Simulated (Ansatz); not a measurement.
Reaction (formal hydrolysis of a Mg–N bond): `[NH2][Mg][N]([SiH3])[SiH3]` + H₂O → `[NH2][Mg][OH]` + `[SiH3]N[SiH3]`

Computed with Ansatz on PBE0-D4/def2-TZVP structures; ΔE is electronic, products minus reactants. CCSD(T)/CBS is the MP2 limit (def2-TZVPP, def2-QZVPP) plus CCSD(T) − MP2 in def2-TZVPP, frozen cores. This one scheme is used for every species. DFT in def2-TZVPP. B3LYP here is the variant with VWN-RPA as its local correlation; programs differ in this. For Mg outer-core shells are correlated without core-valence functions, which leaves a few kJ/mol of doubt a bond. One conformer a species, not always the lowest.

CCSD(T)/CBS gives -3.6 kcal/mol.

Problem. Another level gave -5.0 kcal/mol. Which?
A. r2SCAN0-D4/def2-TZVPP
B. B3LYP-D4/def2-TZVPP
C. CCSD(T)/def2-TZVPP
D. LC-ωPBE/def2-TZVPP

Solution. A. r2SCAN0-D4 -5.0, CCSD(T)/def2-TZVPP -3.9, LC-ωPBE -7.2, B3LYP-D4 -6.2 kcal/mol.

Largest T1 diagnostic among the species: 0.010.

In def2-TZVPP, CCSD(T) changes the Hartree–Fock value by +4.1 kcal/mol (the triples alone add +0.9 kcal/mol) and MP2 by +3.6 kcal/mol. The D4 term adds +1.9 kcal/mol with B3LYP and +1.1 kcal/mol with PBE0; it sums over pairs of atoms, weighted by their polarisabilities, and B3LYP, whose exchange is more repulsive, gets the larger term.
